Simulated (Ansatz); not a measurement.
Compare A (`N[SiH](F)[SiH2]F`) with its isomer B (`N[Si](F)(F)[SiH3]`).

Computed with Ansatz on PBE0-D4/def2-TZVP structures; ΔE is electronic, products minus reactants. CCSD(T)/CBS is the MP2 limit (def2-TZVPP, def2-QZVPP) plus CCSD(T) − MP2 in def2-TZVPP, frozen cores. Functionals use def2-TZVPP. B3LYP here is the variant with VWN-RPA as its local correlation; programs differ in this. Each species was taken in one conformer, which may not be the lowest.

Problem. Which isomer does CCSD(T)/CBS put lower? Give the gap. (An estimate is asked.)

Solution. Computed: B, by 37.5 kJ/mol.

Problem. Give E(B) − E(A) in kJ/mol with r2SCAN-D4, PBE0-D4, B3LYP, CCSD(T)/def2-TZVPP, MP2/def2-TZVPP, B2PLYP, CCSD/def2-TZVPP. (Best estimate.)

Solution. The calculation gave: r2SCAN-D4 -40.7, PBE0-D4 -38.7, B3LYP -34.7, CCSD(T)/def2-TZVPP -39.3, MP2/def2-TZVPP -37.3, B2PLYP -35.9, CCSD/def2-TZVPP -38.9. None reverses the order clearly.

Largest T1 diagnostic: 0.012.
